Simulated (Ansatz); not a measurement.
`O[Si](F)([SiH3])I` + H₂ → `O[SiH](F)I` + SiH₄ at 500 K and 1 bar (hydrogenolysis of the Si–Si bond).

Calculated with Ansatz (gas phase, PBE0-D4/def2-TZVP geometries, no zero-point term in ΔE). CBS: MP2 limit from def2 TZ/QZ plus the TZ coupled-cluster correction, frozen cores. This one scheme is used for every species. def2 core potentials past Kr. For I outer-core shells are correlated without core-valence functions, which leaves a few kJ/mol of doubt a bond. Each species was taken in one conformer, which may not be the lowest.

```tsv
species	CCSD(T)/CBS energy (Eh)	H − E (kJ/mol)	S (J/(mol·K))
`O[Si](F)([SiH3])I`	-1053.12978	166.7	462.6
H₂	-1.17544	41.0	145.5
`O[SiH](F)I`	-762.85028	106.4	375.6
SiH₄	-291.46306	102.4	230.9
```

H − E and S are ideal-gas, rigid-rotor, harmonic terms from PBE0-D4/def2-TZVP, for one conformer and one mirror image of each species. For small species the MP2-based limit differs from directly extrapolated CCSD(T) by up to some mEh (0.8 for H₂); such offsets cancel only in part. 1 Eh = 2625.50 kJ/mol, R = 8.31446 J/(mol·K).

By hand: ΔE, ΔH, ΔS and ΔG.

ΔE = (-762.85028) + (-291.46306) − (-1053.12978) − (-1.17544) = -0.00812 Eh = -21.3 kJ/mol. Δ(H − E) = 106.4 + 102.4 − 166.7 − 41.0 = 1.1, so ΔH = -20.2 kJ/mol. ΔS = 375.6 + 230.9 − 462.6 − 145.5 = -1.6 J/(mol·K). ΔG = -20.2 − 500 × (-1.6)/1000 = -19.4 kJ/mol.

By hand: the equilibrium constant, and the temperature at which ΔG would vanish if ΔH and ΔS stayed fixed.

log₁₀ K = −ΔG/(RT ln 10) = 2.0. ΔG = 0 at ΔH/ΔS = 12625 K, far beyond where these terms or the molecules hold.

The number of gas molecules stays the same, so ΔS is small and ΔH decides. A doubt of 5 kJ/mol in ΔE shifts log₁₀ K by 0.5 here. Other conformers and mirror images would add mixing entropy, several J/(mol·K) or more a flexible species. These are equilibria of isolated gas molecules and say nothing of rates. Largest T1 diagnostic: 0.011 (customary marks: 0.02 for closed shells, 0.045 for open ones).
